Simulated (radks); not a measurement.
Results of a calculation; reference values are marked as such.
The nitrogen ion N4+, [He] 2s1. Level of theory: non-relativistic Kohn-Sham, PBE, spin-polarised, spherical densities, point nucleus (a radial shooting solver on a logarithmic mesh with Libxc functionals). Every spin shell is full or empty, so the densities are truly spherical. Functionals are evaluated on that one density, not self-consistently. Rank these orbital-free kinetic functionals by their error against the exact value of the orbitals, and give that value: Thomas-Fermi, TF + vW, TF + vW/9, APBEK, revAPBEK, Perdew 92, Thakkar, Pearson, LKT, DePristo-Kress.

Answer. Exact: 48.2656 hartree. From best to worst, with 100 (|E| - |E exact|)/|E exact| (equal figures are ties): DePristo-Kress -0.11, APBEK +0.29, TF + vW/9 +0.53, Thakkar +0.54, Perdew 92 +0.55, revAPBEK +1.12, Pearson -3.96, Thomas-Fermi -9.93, LKT +55.62, TF + vW +84.21.
